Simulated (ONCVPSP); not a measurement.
**Configuration tests for zinc (ONCV)**

Zn, optimised norm-conserving Vanderbilt (ONCV), made with ONCVPSP 4.0.1 (PBEsol, scalar-relativistic). Core [Ar], reference 3d10 4s2. Waves: 4s: rc 1.80 bohr, ncon 3, nbas 8, qcut 3.5 1/bohr, 2 projectors, debl 2.8 Ha; p scattering state at 0.19 Ha: rc 1.70 bohr, ncon 4, nbas 8, qcut 4.2 1/bohr, 2 projectors, debl 1.4 Ha; 3d: rc 0.70 bohr, ncon 4, nbas 7, qcut 14.6 1/bohr, 2 projectors, debl 2.5 Ha. Local part: polynomial inside 0.55 bohr (lpopt 2, dvloc0 0 Ha). Core correction: Teter function, fcfact 3.75, rcfact 1.75.

Energies are relative to the spin-unpolarised reference configuration 3d10 4s2; without spin polarisation the order of configurations can differ from experiment.

**Question.** Give the all-electron excitation energy and the error of the potential for: 3d10 4s1; 3d10 4s0; 3d9 4s0; 3d10 4s1.5.

**Answer.**

```json
{"valence configuration": "3d10 4s1", "charge": "+1", "ΔE all-electron (eV)": "9.900", "error AE − PS (meV)": "-16"}
{"valence configuration": "3d10 4s0", "charge": "+2", "ΔE all-electron (eV)": "28.249", "error AE − PS (meV)": "-140"}
{"valence configuration": "3d9 4s0", "charge": "+3", "ΔE all-electron (eV)": "68.759", "error AE − PS (meV)": "-373"}
{"valence configuration": "3d10 4s1.5", "charge": "+0.5", "ΔE all-electron (eV)": "3.950", "error AE − PS (meV)": "-2.7"}
```

Levels in the configuration 3d9 4s0:

| level | all-electron (eV) | pseudo (eV) |
| --- | --- | --- |
| 3d | -50.689 | -51.203 |

Note: ghosts flagged at negative energy: s at -171.4 eV; GHOST(+) flagged for p at 20.9 eV. A true bound ghost makes a file unfit for plane-wave use.
